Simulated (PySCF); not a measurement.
**The second ionisation energy along the 4d series**

Calculated with PySCF 2.14 from differences of total energies of unrestricted determinants, without spin-orbit coupling. Values in eV. The last column holds reference values (NIST; (s) semi-empirical, (t) theoretical, else measured). Unmarked ones compare directly (S terms, centres of terms, or small fine structure); those marked * lie between the lowest fine-structure levels and include a spin-orbit shift.

```
                                                                                       element             configurations     UHF     LDA     PBE    PBE0  r2SCAN  SCS-MP2 (valence)           reference
Zr (aug-cc-pVTZ-PP with one added diffuse shell each of s, p, d, f, g type with ECP28MDF, ECP)    [Kr] 4d2 5s1 → [Kr] 4d2  12.275  13.671  13.428  13.202  13.317             12.352             13.13 *
Mo (aug-cc-pVTZ-PP with one added diffuse shell each of s, p, d, f, g type with ECP28MDF, ECP)        [Kr] 4d5 → [Kr] 4d4  15.082  16.638  16.408  16.270  16.286             15.303  16.16 ± 0.12 (s) *
Tc (aug-cc-pVTZ-PP with one added diffuse shell each of s, p, d, f, g type with ECP28MDF, ECP)    [Kr] 4d5 5s1 → [Kr] 4d5  14.242  15.972  15.674  15.382  15.628             14.437           15.26 (s)
Ru (aug-cc-pVTZ-PP with one added diffuse shell each of s, p, d, f, g type with ECP28MDF, ECP)        [Kr] 4d7 → [Kr] 4d6  14.880  17.151  16.939  16.688  16.558             16.491  16.76 ± 0.06 (s) *
Rh (aug-cc-pVTZ-PP with one added diffuse shell each of s, p, d, f, g type with ECP28MDF, ECP)        [Kr] 4d8 → [Kr] 4d7  16.107  18.709  18.363  18.082  18.058             17.890         18.08 (s) *
Pd (aug-cc-pVTZ-PP with one added diffuse shell each of s, p, d, f, g type with ECP28MDF, ECP)        [Kr] 4d9 → [Kr] 4d8  17.366  20.172  19.680  19.396  19.197             19.283  19.43 ± 0.12 (s) *
Ag (aug-cc-pVTZ-PP with one added diffuse shell each of s, p, d, f, g type with ECP28MDF, ECP)       [Kr] 4d10 → [Kr] 4d9  19.671  22.178  21.729  21.506  21.495             21.596            21.484 *
Cd (aug-cc-pVTZ-PP with one added diffuse shell each of s, p, d, f, g type with ECP28MDF, ECP)  [Kr] 4d10 5s1 → [Kr] 4d10  15.552  17.812  17.431  17.072  17.218             16.624              16.908
```

"Valence" correlates the outer s and p shells and, in groups 3 to 12 and the f block, the outer d or f shell, open or full, or the next shell where the ion has no valence electron left; the wider scheme adds the next inner shell.
